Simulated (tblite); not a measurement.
Species: C₆H₃F₂ (doublet state).
Bonds: F1–C2, C2–C3 (aromatic), C3–C4 (aromatic), C4–C5 (aromatic), C5–C6 (aromatic), C6–F7, C6–C8 (aromatic), C2–C8 (aromatic). Hydrogens: H9 on C3; H10 on C5; H11 on C8.

A start from a force field or distance geometry was refined with GFN2-xTB geometry optimisation, gas phase (tblite 0.8.0). Values at the start:

```
coordinate    start
     F1–C2  1.360 Å
     C2–C3  1.386 Å
     C2–C8  1.382 Å
     C3–C4  1.391 Å
     C3–H9  1.081 Å
    C8–H11  1.093 Å
  F1–C2–C3   119.6°
  F1–C2–C8   116.7°
  C2–C3–C4   116.5°
  C2–C8–C6   119.3°
  C3–C2–C8   123.6°
  C3–C4–C5   120.9°
```

Question: How do these coordinates change at the GFN2-xTB level?

Answer: 
| coordinate | GFN2-xTB (Å or °) | change |
| --- | --- | --- |
| C3–C4 | 1.362 | -0.029 |
| F1–C2 | 1.344 | -0.016 |
| C8–H11 | 1.078 | -0.015 |
| C2–C3 | 1.393 | +0.007 |
| C3–H9 | 1.077 | -0.004 |
| C2–C8 | 1.383 | +0.001 |
| C3–C4–C5 | 126.0 | +5.1 |
| F1–C2–C8 | 119.2 | +2.5 |
| C3–C2–C8 | 122.0 | -1.6 |
| C2–C8–C6 | 118.2 | -1.1 |
| F1–C2–C3 | 118.9 | -0.7 |
| C2–C3–C4 | 115.9 | -0.6 |

The energy falls by 2.9 kcal/mol over 13 L-BFGS steps, the largest force on an atom goes from 1.88 to 0.010 eV/Å, and the atoms move by 0.037 Å rms after alignment. The bond that changes most is C3–C4 (ends: carbon bonded to 2 C and H; carbon bonded to 2 C), which shortens by 0.029 Å. Bonds longer at the end by more than 0.005 Å: 1 of 11; shorter: 6. Rotational constants go from 4028, 1728, 1209 to 4105, 1751, 1228 MHz.

Its GFN2-xTB frequencies are all real (lowest 206 cm⁻¹).

These are computed values.
